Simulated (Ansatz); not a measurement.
C₁₂H₂₆O (`CCCCCCCCCCCCO`), 39 atoms. Charge 0, multiplicity 1. All runs use 11 threads of an AMD EPYC 7R13 on a shared host and a whole NVIDIA H100 80 GB. Correlated methods freeze the cores.

Task: Give the basis size and wall time and peak host memory of each of these runs in Ansatz. RKS r2SCANh-D4/def2-TZVPP energy; RHF-MP2/def2-TZVPP energy; RKS ωB97M-V/def2-SVP energy; RHF-CCSD(T)/def2-SVP energy; RKS HSE06 (plane-wave form)-D4/def2-TZVPP energy; RKS PBE0-D4/def2-SVP energy; RKS PBE0-D4/def2-TZVP relaxation (8 steps); RHF-MP2/def2-QZVPP energy; RKS revPBE-D4/def2-TZVPP energy; RKS ωB97M-V/def2-QZVPP energy; RKS PBE0-D4/def2-QZVPP energy; RKS r2SCAN-D4/def2-TZVPP energy and forces. (Best estimate.)

Result: The calculation gave: Other jobs shared the machine, so times are rough.

```
                                    level                   job  functions  wall time  peak host memory (GiB)
                     RKS PBE0-D4/def2-SVP                energy        312      2.5 s                     2.6
                     RKS ωB97M-V/def2-SVP                energy        312        3 s                     2.6
                 RKS revPBE-D4/def2-TZVPP                energy        767      3.2 s                     1.3
RKS HSE06 (plane-wave form)-D4/def2-TZVPP                energy        767      3.7 s                     2.6
                RKS r2SCANh-D4/def2-TZVPP                energy        767      3.8 s                     2.6
                       RHF-MP2/def2-TZVPP                energy        767      3.8 s                     2.6
                 RKS r2SCAN-D4/def2-TZVPP     energy and forces        767        4 s                     1.4
                   RKS PBE0-D4/def2-QZVPP                energy       1521        7 s                     2.6
                   RKS ωB97M-V/def2-QZVPP                energy       1521      9.5 s                     2.6
                     RHF-CCSD(T)/def2-SVP                energy        312       12 s                     2.6
                    RKS PBE0-D4/def2-TZVP  relaxation (8 steps)        559       19 s                     1.4
                       RHF-MP2/def2-QZVPP                energy       1521       25 s                      30
```
